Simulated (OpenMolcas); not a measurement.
F⁺: effect of the IPEA shift

- Program: OpenMolcas
- Basis: ANO-RCC-VTZP [4s3p2d1f]
- Scalar Hamiltonian: DKH2, point nucleus
- Active space: 6 electrons in 4 orbitals (2s 2p)
- State averaging: 2S+1 = 3 even, 3 roots; 2S+1 = 1 even, 6 roots kept (CI in the orbitals of an earlier block); 2S+1 = 3 odd, 3 roots; 2S+1 = 1 odd, 3 roots kept (CI in the orbitals of an earlier block)
- Spin-orbit coupling: state interaction with AMFI integrals over the reference wave functions, term energies averaged over their components

Methods on the same reference wave functions:
A. CASSCF
B. SS-CASPT2, IPEA 0 Eh, imaginary shift 0.1 Eh (closed shells correlated: 1s)
C. SS-CASPT2, IPEA 0.25 Eh, imaginary shift 0.1 Eh (closed shells correlated: 1s)

Energies in cm-1 above 2s2 2p4 3P2, the measured ground level; measured values from NIST Handbook of Basic Atomic Spectroscopic Data.

```
       Level       A       B       C  Measured
 2s2 2p4 3P2     0.0     0.0     0.0       0.0
 2s2 2p4 3P1     323     323     323       341
 2s2 2p4 3P0     479     479     479       490
 2s2 2p4 1D2   22811   21420   21200     20873
 2s2 2p4 1S0   42724   45100   44830     44918
2s 2p5 3P* 2  175858  166660  167070    164798
2s 2p5 3P* 1  176172  166970  167380    165107
2s 2p5 3P* 0  176329  167130  167540    165279
2s 2p5 1P* 1  260354  241430  241790
```

Deviations, from unrounded energies. A percentage is the sum of absolute deviations over the sum of measured energies, with the sign that they share, or ± where signs differ.

| Against measurement | Levels | A | B | C |
| --- | --- | --- | --- | --- |
| mean absolute deviation (cm-1) | 7 | 5300 | 910 | 1000 |
| fine structure of the ground term (%) | 2 | -3.5 | -3.5 | -3.5 |
| other terms of the ground configuration (%) | 2 | ±6.3 | +1.1 | ±0.6 |
| other configurations (%) | 3 | +6.7 | +1.1 | +1.4 |

B lies closest to measurement on these levels and A furthest from it. The largest miss of B in the table is 2s 2p5 3P* 1, by +1900 cm-1. The ranking rests on the paired levels alone, and a cruder setting can come out closer through cancelling errors.

Between B and C the level of the table that moves most is 2s 2p5 3P* 2, by 410 cm-1 (lowest in B, highest in C). Moves below CASPT2's spread within the term are not significant.

From A to B the spin-free energies of the other terms of 2s2 2p4 shown, above 3P, scale by factors of 0.94 to 1.06.

The lowest spin-free term lies below A's lowest term by 0.162 hartree in B, 0.158 hartree in C.

Term energies are means over components that CASPT2 splits; among the terms shown or strongly mixed into the levels shown the widest spread is 69 cm-1 (2s2 2p4 1D, C). Terms from blocks run as CI alone lack orbitals of their own. Without dynamic correlation excited terms often stand tens of per cent too high (terms of higher spin than the ground term too low), and those without a measured partner can miss by more than the paired ones (holds for A). Computed and measured levels are paired by configuration, term and J; levels that our copy of the source lacks, or whose pairing is in doubt (as where it misses far off the trend of its configuration), stay unpaired and out of the deviations. Only configurations of the active space appear.

* marks odd parity.
